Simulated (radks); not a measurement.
Results of a calculation; reference values are marked as such.
All-electron atom: Yb+ in [Xe] 4f14 6s1 (the NIST ground configuration). Level of theory: Dirac Kohn-Sham, PBE, spin-unpolarised, spherical densities, finite nucleus; Fermi nuclear charge, rms radius 5.3108 fm (a radial shooting solver on a logarithmic mesh with Libxc functionals).

Radial electron density D(r) = 4 pi r^2 rho(r):

```
   r/bohr * D(r) (the largest magnitude, 126, reaches the edge; | marks zero)
 0.002872 |            *
 0.003344 |              *
 0.003893 |                 *
 0.004532 |                     *
 0.005276 |                         *
 0.006192 |                             *
 0.007208 |                                 *
 0.008391 |                                    *
 0.009769 |                                       *
  0.01137 |                                         *
  0.01335 |                                          *
  0.01554 |                                         *
  0.01809 |                                        *
  0.02106 |                                      *
  0.02451 |                                     *
  0.02877 |                                     *
  0.03349 |                                       *
  0.03899 |                                           *
  0.04539 |                                                *
  0.05284 |                                                     *
    0.062 |                                                      *
  0.07218 |                                                    *
  0.08403 |                                               *
  0.09783 |                                          *
   0.1139 |                                         *
   0.1326 |                                            *
   0.1556 |                                                *
   0.1811 |                                                *
   0.2109 |                                          *
   0.2455 |                                *
   0.2858 |                         *
   0.3354 |                       *
   0.3904 |                          *
   0.4545 |                           *
   0.5291 |                         *
    0.616 |                    *
   0.7228 |              *
   0.8415 |         *
   0.9796 |       *
     1.14 |     *
    1.328 |    *
    1.558 |  *
    1.814 | *
    2.112 |*
    2.458 |*
    2.862 *
    3.332 *
     3.91 *
    4.551 *
    5.299 *
    6.168 *
    7.181 *
    8.427 *
     9.81 *
```

D(r) has 4 maxima, at r = 0.0136, 0.0605, 0.169, 0.458 bohr, and minima at 0.0263, 0.109, 0.322 bohr, inside which lie 2.02, 11.10, 29.70 electrons.
